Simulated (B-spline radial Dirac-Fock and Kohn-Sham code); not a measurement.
Anomalous scattering factors of Sn, 1.901 keV to 8.201 keV

These are calculated numbers from a radial atomic solver; the model is the dispersion relation over Dirac-Hartree-Slater subshell photoionisation cross sections, with the Kissel-Pratt high-energy constant (isolated atom, no bound-bound lines or fine structure). The forward scattering factor is f₀ + f′ + i f″.

Edges near this range: L1 4465.0 eV, L2 4156.0 eV, L3 3929.0 eV.

| hν (eV) | λ (Å) | f′ (e) | f″ (e) | tabulated f′ | tabulated f″ |
| --- | --- | --- | --- | --- | --- |
| 1901 | 6.522 | ? | ? | ? | ? |
| 2000 | 6.199 | -5.088 | 9.314 | -5.28 | 8.83 |
| 2811 | 4.411 | -6.039 | 5.677 | -6.21 | 5.45 |
| 2984.4 | 4.154 | -6.443 | 5.189 | -6.58 | 5.01 |
| 3420 | 3.625 | -8.003 | 4.213 | -8.21 | 3.96 |
| 4000 | 3.100 | -13.558 | 10.542 | -13.87 | 10.47 |
| 4057 | 3.056 | -12.434 | 10.332 | -12.67 | 10.17 |
| 4243 | 2.922 | -10.351 | 13.199 | -10.72 | 12.97 |
| 4510.9 | 2.749 | -7.701 | 13.833 | -7.68 | 13.41 |
| 5414.7 | 2.290 | -2.203 | 10.463 | -2.26 | 10.24 |
| 5736 | 2.162 | -1.519 | 9.556 | -1.56 | 9.35 |
| 5825 | 2.128 | -1.369 | 9.326 | -1.42 | 9.13 |
| 5956 | 2.082 | -1.174 | 9.003 | -1.22 | 8.81 |
| 6000 | 2.066 | -1.114 | 8.899 | -1.15 | 8.71 |
| 6403.9 | 1.936 | -0.674 | 8.020 | -0.72 | 7.84 |
| 6608 | 1.876 | -0.511 | 7.626 | -0.56 | 7.45 |
| 6650 | 1.864 | -0.482 | 7.549 | -0.53 | 7.37 |
| 6930.3 | 1.789 | -0.312 | 7.061 | -0.36 | 6.90 |
| 8047.8 | 1.541 | 0.033 | 5.525 | 0.00 | 5.43 |
| 8201 | 1.512 | 0.054 | 5.354 | 0.02 | 5.26 |

Q: What are f′ and f″ at 1901 eV?

A: f′ = -5.100 and f″ = 10.003 electrons (tables: -5.26 and 9.48). By the optical theorem f″ corresponds to a photoabsorption cross section 2 rₑ λ f″ = 368000 b.

Tabulated f′: xraylib 4.2 anomalous scattering factors (Cullen et al., EPDL97); f″: Chantler's tables (J. Phys. Chem. Ref. Data 1995 and 2000). Both are theoretical tables.
